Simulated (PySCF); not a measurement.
Dipole response of V(2+) (vanadium, charge +2)

[Ar] 3d2 4s1, high-spin 4F determinant (an excited configuration). All numbers are calculated (PySCF 2.14, no relativity, point nucleus, in def2-TZVPPD). Coupled (time-dependent) response in atomic units; α is the mean over directions.

```tsv
method	mean α (bohr³)	α xx, yy, zz	C₆ (like pair)	S(−4)
UHF	33.36	33.36, 33.36, 33.36	163.8	1064
PBE	26.64	26.64, 26.64, 26.64	122.8	650.2
PBE0	28.43	28.43, 28.43, 28.43	133.2	751.0
r2SCAN0	28.87	28.84, 28.84, 28.91	138.7	743.3
```

S(−4) is the Cauchy moment in α(ω) = α(0) + S(−4) ω² + …

α(iu) at r2SCAN0:

```tsv
u (hartree)	α(iu) (bohr³)
0	28.87
0.0500	27.13
0.100	23.07
0.200	14.90
0.300	9.907
0.500	5.512
0.750	3.498
1.00	2.572
1.50	1.659
2.00	1.182
3.00	0.6866
5.00	0.3121
```

A single London oscillator, α(iu) = α/(1 + u²/ω²), gives C₆ = (3/4) ω α². Matching the computed C₆ needs ω = 4 × 138.7 / (3 × 28.87²) = 0.222 hartree.

For an ion, C₆ is the dispersion term alone; charge-induced terms of lower order in 1/R come first.

The components differ because the open shell of this determinant is not spherical; for a pure term their mean is the scalar polarisability.
